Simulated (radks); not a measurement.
Results of a calculation; reference values are marked as such.
The platinum ion Pt29+, 49 electrons, occupied as [Kr] 4d10 4f3. Code: a radial shooting solver on a logarithmic mesh with Libxc functionals. Model: scalar-relativistic Kohn-Sham, PBE, spin-polarised, spherical densities, point nucleus; open shells are filled with parallel spins first (spin-orbit coupling, left out, can overturn this in heavy ions). Some entries of the table are withheld. Estimate them.

| orbital | occ. | eigenvalue (hartree) | <r> (bohr) |
|---|---|---|---|
| 1s down | 1 | -2919.697 | 0.01714 |
| 1s up | 1 | -2919.696 | 0.01714 |
| 2s up | 1 | -543.6429 | 0.07236 |
| 2s down | 1 | -543.6384 | 0.07235 |
| 2p up | 3 | -476.0159 | 0.06525 |
| 2p down | 3 | -476.0125 | 0.06525 |
| 3s up | 1 | -156.2882 | 0.1866 |
| 3s down | 1 | -156.1525 | 0.1865 |
| 3p up | 3 | -136.5783 | 0.1875 |
| 3p down | 3 | -136.4408 | 0.1874 |
| 3d up | 5 | -115.3075 | 0.1698 |
| 3d down | 5 | -115.2031 | 0.1696 |
| 4s up | 1 | -60.03626 | 0.3959 |
| 4s down | 1 | -59.83422 | 0.3962 |
| 4p up | 3 | -53.16561 | 0.4140 |
| 4p down | 3 | -52.97390 | 0.4145 |
| 4d up | 5 | -45.03301 | 0.4217 |
| 4d down | 5 | -44.84261 | 0.4223 |
| 4f up | 3 | -36.39717 | (1) |
| 4f down | 0 | -36.18103 | (2) |

Answer. 
(1) 4f up <r> (bohr): 0.4056
(2) 4f down <r> (bohr): 0.4065
